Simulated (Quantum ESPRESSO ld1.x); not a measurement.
Values are calculated unless marked as measured or tabulated.
Q: The mean radii <r> (bohr) of the occupied orbitals of an atom or ion are listed with their occupations. Level of theory: Dirac Kohn-Sham, revPBE, spin-unpolarised, spherical densities, point nucleus (ld1.x of Quantum ESPRESSO 7.5).

orbital  occ.      <r>
1s1/2       2  0.02781
2s1/2       2   0.1194
2p1/2       2   0.1008
2p3/2       4   0.1064
3s1/2       2   0.3218
3p1/2       2   0.3122
3p3/2       4   0.3236
3d3/2       4   0.2946
3d5/2       6   0.2983
4s1/2       2   0.7647
4p1/2       2   0.8016
4p3/2       4   0.8301
4d3/2       4   0.9636
4d5/2       6   0.9758
5s1/2       2    2.037
5p1/2       2    2.422
5p3/2       1    2.521

Name the element and its charge. Open shells, if any, fill j = l - 1/2 first.

A: Z = 52, tellurium, charge +1: Te+ in [Kr] 4d10 5s2 5p3. The 1s radius gives Z: for a bare nucleus <r> = (2 gamma + 1)/(2Z) with gamma = sqrt(1 - (Z/c)^2), 0.02741 bohr for Z = 52, and screening makes it slightly larger (0.02781 here). The occupations add up to 51, and the charge is Z minus that.
